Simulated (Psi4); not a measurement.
Here is a job for Psi4.
```
memory 2 GB

molecule mol {
1 1
Sb    0.000000    0.000000    0.000000
F     1.787168   -0.303572   -0.627887
F    -0.081558    0.810226    1.737023
F    -0.735080    1.128017   -1.366602
F    -0.970530   -1.634671    0.257466
}

set {
  basis def2-svpd
  reference rhf
}

energy('scf')
print_variables()
```

Problem. What does this run give for the number of basis functions, total energy, nuclear repulsion energy?

Solution. 
* **number of basis functions**: 124
* **total energy**: -636.3288 Eh
* **nuclear repulsion energy**: 310.6115 Eh
